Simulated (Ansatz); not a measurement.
H6OSSi2, SMILES `O[SiH2]S[SiH3]`, relaxed with RKS PBE0-D4/def2-TZVP in Ansatz from a PBE-D4/def2-SVP geometry. The force threshold is 0.005 eV/Å; the program also tests the step.

The species carries charge 0 and has multiplicity 1.

Start:

```xyz
10

O    -1.702   -1.267    0.305
Si   -0.689   -0.868   -0.972
S    -0.038    1.197   -0.956
Si    1.237    1.117    0.799
H    -2.516   -0.735    0.360
H     0.474   -1.800   -0.826
H    -1.360   -1.006   -2.312
H     1.603    2.539    1.109
H     0.508    0.506    1.963
H     2.483    0.318    0.530
```

Q: By how much does the energy fall, and how many steps does the optimiser take? (Estimate.)

A: Ansatz gave: 6.85 kJ/mol, in 25 steps, 1 of them rejected.

Q: Which bonds change most? (Best estimate.)

A: The calculation gave: O1–Si2 from 1.678 to 1.643 Å; Si2–S3 from 2.165 to 2.133 Å; S3–Si4 from 2.170 to 2.142 Å; Si2–H7 from 1.505 to 1.484 Å.

Q: Give the relaxed structure. (An estimate is asked.)

A: Computed: 
```xyz
10

O    -1.357   -1.397    0.274
Si   -0.620   -0.819   -1.076
S    -0.116    1.247   -0.917
Si    1.073    1.123    0.860
H    -2.143   -0.939    0.578
H     0.590   -1.655   -1.225
H    -1.491   -0.889   -2.275
H     1.962    2.310    0.860
H     0.225    1.144    2.077
H     1.878   -0.125    0.844
```
